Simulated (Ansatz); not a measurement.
Input for Ansatz (an electronic-structure program): R-BLYP/def2-TZVPP on H2O (SMILES O).

Ansatz 0.2 input:
```yaml
crystal:
  periodic: [false, false, false]
  atoms:
    - {symbol: O, position_ang: [-0.00000000, 0.00000000, 0.38961139]}
    - {symbol: H, position_ang: [0.00000000, 0.76498632, -0.19485569]}
    - {symbol: H, position_ang: [0.00000000, -0.76498632, -0.19485569]}
basis:
  gaussian:
    orbitals: def2-TZVPP
hamiltonian:
  xc: {name: BLYP}
scf: {lower_state_search: off}
```

Program output:

```
WARN ansatz: RAYON_NUM_THREADS=4 ignored (pool sized by the plan → 4); use --threads N
Functional definition: BLYP
these checks for a lower state are left out or cut short: stability, starts, cluster_reference, orbital_swaps, neighbouring_geometries, increment
integrals: 0.00 GiB planned
269 factors; their error is unknown
mean field: 0.10 GiB planned
mean field evaluation 1: about -2074.2763 eV, gradient 6.2e1 eV
mean field evaluation 2: about -2052.6940 eV, gradient 1.2e2 eV
mean field evaluation 4: about -2080.2791 eV, gradient 8.4e-1 eV
mean field evaluation 8: about -2080.2795 eV, gradient 1.9e-1 eV
mean field -2080.27951113 eV, -76.4488619700 hartree, gradient 3.6e-6 eV, S^2 0.000000; 0 other end points of the search recorded, 0 dependent functions left out
reference -2080.27970093 eV, -76.4488689448 hartree; 5, 5 occupied and 54, 54 virtual orbitals, 269 factors
Total energy: -2080.27970093 eV, -76.4488689448 hartree
Checks for a lower state left out: stability, starts, cluster_reference, orbital_swaps, neighbouring_geometries, increment
```

Self-consistency was reached.

Cost: very roughly 0.16 core-seconds.
